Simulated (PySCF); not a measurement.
# Te³⁸⁺ (tellurium, charge +38) across methods

[Ne] 3s2 3p2, high-spin 3P determinant. Calculation: PySCF 2.14, in an even-tempered Gaussian basis (18 s from 6.6 bohr⁻², ratio 2.5; 12 p from 8.6 bohr⁻², ratio 2.5; 4 d from 35 bohr⁻², ratio 2.7; 4 f from 52 bohr⁻², ratio 2.7); scalar relativity by spin-free X2C-1e.

| method | E (hartree) | mean ε 3s α (eV) | mean ε 3s β (eV) | mean ε 3p α (eV) | Σ⟨r²⟩ (bohr²) | ⟨S²⟩ |
| --- | --- | --- | --- | --- | --- | --- |
| PBE | -5548.59 | -2771.4 | -2754.5 | -2625.0 | 0.4799 | 2.000 |
| UHF | -5548.03001 | -2820.4 | -2783.2 | -2663.5 | 0.4804 | 2.001 |
| PW91 | -5549.17 | -2771.7 | -2755.2 | -2625.5 | 0.4798 | 2.000 |
| r2SCAN | -5548.81 | -2776.5 | -2754.7 | -2628.0 | 0.4803 | 2.000 |
| revPBE | -5548.99 | -2771.7 | -2754.3 | -2625.1 | 0.4798 | 2.000 |
| LDA | -5542.43 | -2769.1 | -2753.7 | -2623.5 | 0.4802 | 2.000 |

Question: Estimate the same row for PBE0.

Answer: E (hartree) = -5548.60; mean ε 3s α (eV) = -2784.0; mean ε 3s β (eV) = -2762.2; mean ε 3p α (eV) = -2635.0; Σ⟨r²⟩ (bohr²) = 0.4800; ⟨S²⟩ = 2.000.

Spin-orbit coupling is strong in this species (close to jj coupling), so the high-spin LS determinant is a model state, not a physical level.
